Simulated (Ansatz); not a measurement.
This geometry of FGeH₅O₄ (11 atoms, charge 0, multiplicity 1) is a first-order saddle point.

Computed with RKS PBE-D4/def2-SVP (Ansatz).

```xyz
11
Properties=species:S:1:pos:R:3
Ge 0.192 0.242 -0.065
F -0.566 0.141 1.963
O 1.732 -0.026 -0.946
H 1.698 -0.926 -1.323
O -0.901 1.441 -0.779
H -1.663 0.965 -1.162
O -0.484 -1.419 -0.156
H -0.981 -1.563 0.673
O 1.098 1.419 1.176
H 2.037 1.147 1.216
H 0.350 0.881 1.945
```

Problem. Which two structures does it join? (They come from a converged band through this point; their orientation in space is the band's.)

Solution. Bonds broken: Ge1–F2, O9–H11. Bonds formed: F2–H11. FGeH5O4 becomes FH + GeH4O4.

Initial state:

```xyz
11
Properties=species:S:1:pos:R:3
Ge -0.024 0.080 0.119
F -0.289 -0.256 1.850
O 1.677 -0.180 -0.406
H 1.699 -1.037 -0.876
O -0.976 1.405 -0.583
H -1.681 0.961 -1.096
O -0.819 -1.389 -0.574
H -1.175 -1.925 0.161
O 1.109 1.767 1.100
H 1.986 1.421 0.822
H 1.006 1.457 2.025
```

Final state:

```xyz
11
Properties=species:S:1:pos:R:3
Ge 0.225 0.328 -0.354
F -0.431 -0.217 2.698
O 1.577 -0.012 -1.461
H 1.782 -0.967 -1.412
O -0.900 1.506 -1.046
H -1.516 1.059 -1.657
O -0.493 -1.194 0.188
H -0.649 -1.091 1.166
O 0.887 1.207 1.098
H 1.861 1.262 1.045
H 0.171 0.424 2.276
```

Problem. How far does it lie above each of them?

Solution. 65.4 kJ/mol above the first and 50.1 kJ/mol above the second. This is the barrier of this one path; another mechanism may lie lower. The orbitals stay closed-shell, which can raise the energy where a bond breaks towards radicals; this wasn't checked here.

Time of the run: 86 s on 4 threads of Arm Neoverse V1, on a shared host, peak memory 0.2 GiB.
